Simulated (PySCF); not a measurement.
# Reading the logs of faulty runs: BH6Si anion

These are calculations, not measurements. The program is PySCF 2.14.0, an open-source quantum chemistry code, run on an isolated molecule that a program drew, which may never have been made. The molecule is BH6Si anion (charge -1, singlet), drawn as the SMILES string `[BH3-][SiH3]`.

Each row is a Hartree-Fock (HF) and frozen-core CCSD(T) single point in the aug-cc-pV(D+d)Z basis, meant for a local HF minimum. Run 1 is clean. Each other run has one planted mistake out of seven kinds, and not every kind appears here: one electron removed, one electron added, multiplicity raised by two, geometry at a saddle point, minimal basis STO-3G, one bond length entered in bohr, all coordinates scaled. The reference is restricted for singlets and unrestricted otherwise, and also for a bond in bohr. Adding or removing an electron swaps singlet and doublet. Electrons count all cores. HOMO and LUMO are orbital energies over both spins, the gradient is its largest component, and the lowest frequency (negative if imaginary) is given only where the gradient is small. Bond lengths are over the 7 bonds as drawn. T1 is the CCSD diagnostic: over 0.02 (restricted) or 0.045 (unrestricted) a single reference is doubtful.

Geometry of the clean run:
```xyz
8
BH6Si anion, angstrom
B    -0.1283   -0.8625    0.1533
Si   -2.1453   -0.6711   -0.1596
H     0.1386   -2.0689    0.2382
H     0.4645   -0.3509   -0.8062
H     0.1587   -0.2770    1.2062
H    -2.6780    0.7415   -0.2837
H    -3.0511   -1.2476    0.9089
H    -2.6985   -1.3184   -1.4125
```

| run | electrons | basis functions | <S^2> | HOMO (eV) | LUMO (eV) | gradient (hartree/bohr) | lowest frequency (cm^-1) | mean bond (Å) | longest bond (Å) | T1 | HF (hartree) | CCSD(T) (hartree) | mistake |
|---|---|---|---|---|---|---|---|---|---|---|---|---|---|
| 1 | 26 | 109 | 0.000 | -4.42 | 3.97 | 2.0e-05 | 202 | 1.4729 | 2.050 | 0.0122 | -317.10173 | -317.40835 | no fault |
| 2 | 25 | 109 | 0.757 | -12.20 | -1.76 | 9.4e-02 | - | 1.4729 | 2.050 | 0.0139 | -316.99131 | -317.26477 | one electron removed |
| 3 | 26 | 109 | 0.000 | -4.53 | 3.96 | 3.6e-02 | - | 1.6113 | 2.243 | 0.0131 | -317.06617 | -317.37641 | all coordinates scaled |
| 4 | 26 | 109 | 2.007 | 0.93 | 1.52 | 9.4e-02 | - | 1.4729 | 2.050 | 0.0565 | -316.95517 | -317.23776 | ? |

**Which mistake was planted in run 4, and what did it cost?**

Electrons, basis and geometry are unchanged, and <S^2> is 2.007, beside S(S+1) = 2.00 for a multiplicity of 3. So the mistake is: multiplicity raised by two. Subtracting run 1 and multiplying by 627.51 kcal/mol a hartree, the energy moved by 92.0 kcal/mol in HF and 107.0 kcal/mol in CCSD(T).

Cautions from the logs. Run 4: T1 is over the limit, so its CCSD(T) energy is less reliable and the HOMO is above zero, so the electron isn't bound and the energy depends on the basis.
